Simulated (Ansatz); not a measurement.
Molecule: FeF2, net charge 0, quintet state. SMILES: [F][Fe][F]
Geometry: optimised at B3LYP-D3(BJ)/def2-TZVP (Ansatz, a quantum-chemistry and plane-wave program).

Wanted: vertical ionisation energy to the sextet, in eV. Set-up: each state is the SCF solution reached for its charge and spin; dispersion terms only where a functional's name holds one; UHF or UKS for open shells; LANL2DZ with its own core potentials from Na on; 6-31G* and kin with 6d, 5d where marked; frozen cores in correlated levels (noble-gas shells and the d and f shells of earlier blocks); no spin-orbit coupling; non-relativistic. First-principles rows: single points at B3LYP-D3(BJ) geometries (Ansatz). The spin state of an ion or metal species was assumed, not searched.

| level | program | vertical ionisation energy to the sextet (eV) |
|---|---|---|
| HF/6-31G* | Ansatz | 9.55 |
| HF/6-31G* with LANL2DZ past Ar | Ansatz | 10.67 |
| B3LYP/STO-3G | Ansatz | 7.28 |
| B3LYP/3-21G | Ansatz | 9.71 |
| B3LYP/6-31G* with LANL2DZ past Ar | Ansatz | 11.25 |
| MP2/6-31G* | Ansatz | 10.00 |
| PBE0/def2-TZVPD | Ansatz | 11.05 |
| wB97M-V/def2-TZVPD | Ansatz | 11.27 |
| wB97X-V/def2-TZVPD | Ansatz | 11.26 |

No value to compare with is used here. The 6 habitual levels span 7.28 (B3LYP/STO-3G) to 11.25 eV (B3LYP/6-31G* with LANL2DZ past Ar); wB97X-V/def2-TZVPD gives 11.26.

The levels are drawn from those run, B3LYP/6-31G* more often than the rest, none by its result; left out are runs that failed, that the program found above a lower state of the same kind, or whose <S^2> lies over 0.5 above the pure value.
